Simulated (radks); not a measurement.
The numbers below are computed, except where a source is named.
Mean orbital radii <r> (bohr) of the beryllium ion Be+, [He] 2s1, at several levels of relativity; Dirac values are averaged over j with weights 2j + 1. Spin-unpolarised spherical Kohn-Sham, PBE, point nucleus unless stated (finite: rms radius 2.519 fm), a radial shooting solver on a logarithmic mesh with Libxc functionals. A level marked "c x" has the speed of light scaled by that factor.

| shell | non-rel. | scalar-rel. | scalar-rel., finite nucleus | Dirac, finite nucleus | change of magnitude, last against first (%) |
|---|---|---|---|---|---|
| 1s | 0.4199 | 0.4198 | 0.4198 | 0.4198 | -0.02 |
| 2s | 2.290 | 2.289 | 2.289 | 2.289 | -0.02 |
| 2p (empty) | 2.394 | 2.394 | 2.394 | 2.394 | 0.00 |
